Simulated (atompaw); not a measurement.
# How hard is this zirconium (Zr) PAW (atompaw) potential?

- Element: Zr
- Generator: atompaw 4.2.0.5
- Type: PAW
- Functional: PBE
- Relativity: scalar-relativistic
- Frozen core: [Ar] 3d10 4s2
- Valence charge: 10
- Reference configuration: 4p6 4d2 5s1 5p0 (charge +1)
- Partial waves: 5s (bound): rc 3.00 bohr; 5s channel at 0.05 Ry: rc 3.00 bohr; 4p (bound): rc 1.50 bohr; 5p (bound, empty): rc 3.00 bohr; 4d (bound): rc 3.00 bohr; 4d channel at 1.3 Ry: rc 3.00 bohr
- Local potential: bessel scheme, radius 2.80 bohr
- Core correction: smooth core density matched at 2.85 bohr
- Augmentation charge: sinc compensation charge, radius 2.75 bohr; PAW radius 3.00 bohr; waves and projectors: custom polynom2 7 10 vanderbiltortho

The pseudo-atom Hamiltonian at the reference potential is diagonalised in spherical Bessel functions j_l(qr) that vanish at 20 bohr, with q² up to the cutoff. All-electron valence levels (Ry): 5s -0.7309, 4p -2.8768, 5p -0.4602, 4d -0.7337.

Question: How do the lowest levels (Ry) of each channel move with the cutoff, and are there ghosts?

Answer:

```csv
cutoff (Ry),s #1,p #1,p #2,d #1,d #2,f #1,Σ f·Δε (mRy)
8,-0.7307,-2.1880,-0.4596,-0.7159,-0.1678,-0.0721,4168.9
15,-0.7309,-2.8524,-0.4602,-0.7309,-0.1701,-0.0721,152.5
21,-0.7309,-2.8754,-0.4602,-0.7328,-0.1704,-0.0721,10.3
35,-0.7309,-2.8766,-0.4602,-0.7335,-0.1705,-0.0721,1.6
45,-0.7309,-2.8767,-0.4602,-0.7336,-0.1705,-0.0721,1.2
60,-0.7309,-2.8767,-0.4602,-0.7337,-0.1705,-0.0721,0.6
400,-0.7309,-2.8768,-0.4602,-0.7337,-0.1705,-0.0721,0.0
```

Result: no extra level below or beside the all-electron valence levels (s, p, d, f tested); 10 mRy is reached at 25 Ry and 1 mRy at 50 Ry.
